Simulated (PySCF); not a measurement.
Correlation energy of W²⁺ (tungsten, charge +2)

[Xe] 4f14 5d3 6s1, high-spin 5F determinant (an excited configuration). Computed with PySCF 2.14 in def2-TZVPPD with the def2 core potential (60 electrons) (6s5p3d2f1g, 59 functions), with a scalar-relativistic core potential. Frozen: nothing; 12 electrons correlated.

```tsv
level	correlation energy (mhartree)
CCSD	-240.68
(T)	-4.90
CCSD(T)	-245.58
```

Diagnostics: T1 = 0.0057, D1 = 0.0182, largest double amplitude 0.027.

Is a single reference adequate?

Yes, within this model without spin-orbit coupling: T1 lies below 0.03 and no double amplitude reaches 0.07.

The basis has no tight functions for the innermost shells, so their pair energies are far from complete.

This basis was not built for core-valence correlation, so the inner-shell part is incomplete.
